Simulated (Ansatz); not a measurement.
`C=C(C)CBr` + H₂O → `C=C(C)CO` + HBr  (formal hydrolysis of a C–Br bond)

Calculated with Ansatz (gas phase, PBE0-D4/def2-TZVP geometries, no zero-point term in ΔE). CCSD(T)/CBS adds triple-zeta CCSD(T) − MP2 to the extrapolated MP2 energy (def2 sets, frozen cores). This one scheme is used for every species. Functionals use def2-TZVPP. B3LYP here is the variant with VWN-RPA as its local correlation; programs differ in this. For Br outer-core shells are correlated without core-valence functions, which leaves a few kJ/mol of doubt a bond. Scalar relativity is left out up to krypton. One conformer a species, not always the lowest.

```
             level  ΔE (kJ/mol)  difference from CCSD(T)/CBS
            PBE-D4         35.5                         -6.2
          B3LYP-D4         34.5                         -7.2
           ωB97X-V         28.9                        -12.8
            B2PLYP         34.3                         -7.4
               PBE         32.4                         -9.3
            r2SCAN         33.0                         -8.7
    MP2/def2-TZVPP         45.9                          4.2
SCS-MP2/def2-TZVPP         40.1                         -1.6
CCSD(T)/def2-TZVPP         36.2                         -5.5
     HF/def2-QZVPP         22.9                        -18.8
       CCSD(T)/CBS         41.7                            0
```

Largest T1 diagnostic among the species: 0.010.

The D4 term adds +5.3 kJ/mol with B3LYP and +2.8 kJ/mol with PBE0; it sums over pairs of atoms, weighted by their polarisabilities, and B3LYP, whose exchange is more repulsive, gets the larger term. In def2-TZVPP, CCSD(T) changes the Hartree–Fock value by +13.5 kJ/mol (the triples alone add +2.5 kJ/mol) and MP2 by +23.2 kJ/mol.

CCSD(T)/CBS has its own doubt, a few kJ/mol and more with outer-core shells, so smaller differences from it don't rank the levels.
